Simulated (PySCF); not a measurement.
Can point charges reproduce the dipole moment of `C=C1C=CO[SiH2]C1`?

Coordinates (GFN2-xTB, Å) and charges (e) from the PBE0/pcSseg-1 density (PySCF):

```json
{"atom": "C1", "x": "-0.809", "y": "2.061", "z": "-0.046", "Mulliken": "-0.0655", "IAO": "-0.3417", "Hirshfeld": "-0.1183", "ESP-fitted": "-0.7437"}
{"atom": "C2", "x": "-0.231", "y": "0.878", "z": "0.162", "Mulliken": "-0.3950", "IAO": "+0.0229", "Hirshfeld": "+0.0021", "ESP-fitted": "+0.5701"}
{"atom": "C3", "x": "1.205", "y": "0.712", "z": "-0.022", "Mulliken": "-0.1217", "IAO": "-0.2511", "Hirshfeld": "-0.0942", "ESP-fitted": "-0.6294"}
{"atom": "C4", "x": "1.820", "y": "-0.446", "z": "-0.257", "Mulliken": "+0.2173", "IAO": "+0.0591", "Hirshfeld": "+0.0331", "ESP-fitted": "+0.2325"}
{"atom": "O5", "x": "1.222", "y": "-1.650", "z": "-0.376", "Mulliken": "-0.5851", "IAO": "-0.5890", "Hirshfeld": "-0.2034", "ESP-fitted": "-0.4316"}
{"atom": "Si6", "x": "-0.404", "y": "-1.859", "z": "-0.325", "Mulliken": "+0.8970", "IAO": "+1.0184", "Hirshfeld": "+0.4193", "ESP-fitted": "+0.7391"}
{"atom": "C7", "x": "-1.017", "y": "-0.322", "z": "0.609", "Mulliken": "-0.4317", "IAO": "-0.5690", "Hirshfeld": "-0.1634", "ESP-fitted": "-0.5678"}
{"atom": "H8", "x": "-0.239", "y": "2.923", "z": "-0.351", "Mulliken": "+0.1010", "IAO": "+0.1456", "Hirshfeld": "+0.0417", "ESP-fitted": "+0.2457"}
{"atom": "H9", "x": "-1.869", "y": "2.204", "z": "0.074", "Mulliken": "+0.0985", "IAO": "+0.1439", "Hirshfeld": "+0.0409", "ESP-fitted": "+0.2308"}
{"atom": "H10", "x": "1.805", "y": "1.608", "z": "0.001", "Mulliken": "+0.0968", "IAO": "+0.1590", "Hirshfeld": "+0.0476", "ESP-fitted": "+0.2116"}
{"atom": "H11", "x": "2.893", "y": "-0.509", "z": "-0.390", "Mulliken": "+0.1041", "IAO": "+0.1601", "Hirshfeld": "+0.0548", "ESP-fitted": "+0.1035"}
{"atom": "H12", "x": "-0.549", "y": "-3.105", "z": "0.413", "Mulliken": "-0.1166", "IAO": "-0.1330", "Hirshfeld": "-0.0745", "ESP-fitted": "-0.1340"}
{"atom": "H13", "x": "-0.924", "y": "-1.890", "z": "-1.693", "Mulliken": "-0.1041", "IAO": "-0.1426", "Hirshfeld": "-0.0768", "ESP-fitted": "-0.1328"}
{"atom": "H14", "x": "-0.825", "y": "-0.468", "z": "1.676", "Mulliken": "+0.1692", "IAO": "+0.1631", "Hirshfeld": "+0.0455", "ESP-fitted": "+0.1643"}
{"atom": "H15", "x": "-2.083", "y": "-0.129", "z": "0.503", "Mulliken": "+0.1358", "IAO": "+0.1542", "Hirshfeld": "+0.0455", "ESP-fitted": "+0.1417"}
```

Task: What dipole does each set of charges give (1 e·Å = 4.803 D), and what does the density give?

Result: The full density gives (-0.73, 0.12, 0.30) D, 0.80 D in size; dipole vectors point from the negative to the positive end.

```
    scheme     μx     μy     μz  size (D)  share of the full size (%)  angle to the full dipole (°)
  Mulliken  -1.15  -0.73  -0.18      1.37                         172                            50
       IAO  -1.35  -0.60  -0.06      1.48                         185                            41
 Hirshfeld  -0.35  -0.51   0.03      0.61                          77                            66
ESP-fitted  -0.75   0.11   0.30      0.82                         103                             1
```

Task: Which set comes closest?

Result: Length of the difference vector: ESP-fitted 0.03 D, Hirshfeld 0.78 D, IAO 1.01 D, Mulliken 1.06 D. Closest: ESP-fitted. ESP charges are fitted to the potential around the molecule, whose slowest-falling term is the dipole's. 

Task: What is left for the Hirshfeld atoms' own dipoles?

Result: The shares of the density sum to the whole, so what Σ q r misses lies in dipoles about the nuclei. The atomic dipoles sum to (-0.73, 0.12, 0.30) − (-0.35, -0.51, 0.03) = (-0.38, 0.63, 0.27) D, 0.78 D in size.

Task: With the origin at the mean of the coordinates, (0.000, 0.001, -0.001) Å, which are the largest single terms, by size, of the ESP-fitted dipole along the direction of the full one?

Result: C1 -3.67, O5 +3.12, C7 -3.03, C3 +3.03, H9 +2.29 D; all 15 atoms together +0.82 D. The single terms depend on the origin, their sum doesn't.

Task: Give the size of the full dipole in other units.

Result: 0.80 D = 0.314 au = 0.166 e·Å = 2.66 × 10⁻³⁰ C·m.

One conformer (not necessarily the lowest) at the GFN2-xTB geometry, without solvent, vibrations or thermal averaging.
